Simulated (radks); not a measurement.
The numbers below are computed, except where a source is named.
Problem. The mean radii <r> (bohr) of the occupied orbitals of an atom or ion are listed with their occupations. Code: a radial shooting solver on a logarithmic mesh with Libxc functionals. Model: non-relativistic Kohn-Sham, PBEsol, spin-polarised, spherical densities, point nucleus.

| orbital | occ. | <r> |
|---|---|---|
| 1s up | 1 | 0.2307 |
| 1s down | 1 | 0.2299 |
| 2s up | 1 | 1.236 |
| 2s down | 1 | 1.271 |
| 2p up | 2 | 1.252 |

Name the element and its charge. Open shells, if any, are filled with parallel spins first.

Solution. Z = 7, nitrogen, charge +1: N+ in [He] 2s2 2p2. The 1s radius gives Z: for a bare nucleus <r> = 1.5/Z, 0.2143 bohr for Z = 7, and screening makes it slightly larger (0.2307 here). The occupations add up to 6, and the charge is Z minus that.
